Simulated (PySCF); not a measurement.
## Structure from 2D NMR

Compound of formula C₅H₁₀N₂. Correlations simulated from computed shifts and couplings:

HSQC (one-bond C–H):
```
  δH    δC  1J(C,H) (Hz)
1.59  22.2           133
1.41   9.6           159
0.66   5.6           168
0.58   5.6           168
```

COSY cross peaks (|J| ≥ 2 Hz):
```
  δH    δH  abs. J (Hz)  bonds
1.41  0.66          9.9      3
1.41  0.58          6.0      3
0.66  0.58          6.6      3
```

HMBC (two and three bonds, |J| ≥ 2.5 Hz):
```
  δH       δC [abs. J in Hz]
1.59  142.5 [7.0], 9.6 [3.0]
1.41              22.2 [3.6]
0.58             142.5 [4.7]
```

Carbons without hydrogens: δ 142.5.

Computational details: J couplings at B3LYP/pcJ-1 (spin–dipole term only in couplings to heteroatoms), structure optimised with GFN2-xTB, GIAO PBE0/pcSseg-1 shieldings, in PySCF 2.14 (one averaged value for each set of equivalent atoms, gas phase, non-relativistic, one conformer).

Scale: TMS for 1H (σ = 31.72 ppm) and 13C (σ = 186.93 ppm) (reference shieldings calculated alike).

Exchangeable hydrogens are left out of these lists, and C,H couplings along chains are those of one rotamer, so weak HMBC peaks may be missing or extra.

Assemble the structure.

## Answers

`C/C(=N/N)C1CC1`.

Atoms are numbered as in `[CH3:1]/[C:2](=[N:3]/[NH2:4])[CH:5]1[CH2:6][CH2:7]1`. Hydrogens are named by the atom that carries them. Ha(C6), Ha(C7) are cis to C2 on the ring; Hb(C6), Hb(C7) are trans to C2 on the ring.

1. δC 142.5 is C2, a C=N carbon.
2. δC 22.2 is C1, a methyl carbon (δH 1.59).
3. δC 9.6 is C5, a three-membered-ring carbon (δH 1.41).
4. δC 5.6 is C6/C7, a three-membered-ring carbon (δH 0.66, 0.58).
5. HMBC from δH 1.59 reaches the proton-free carbon C2.
6. HMBC from δH 0.58 reaches the proton-free carbon C2.
7. COSY links 1.41–0.66, 1.41–0.58, 0.66–0.58.

The shifts were computed for this structure.

OH/NH shifts are gas-phase values; hydrogen bonding in solution moves them, usually downfield. Unscaled 3J(H,H) at this level run about 10 % above measured values. Shifts are as computed. Against solution values, carbons near 30 ppm lie about +3 ppm off and those near 130 ppm about +5 ppm. Of 1211 compounds with measured shifts, 218 miss one by over three times the rms of a fit or turn the order of signals round; such compounds aren't used in these exercises.
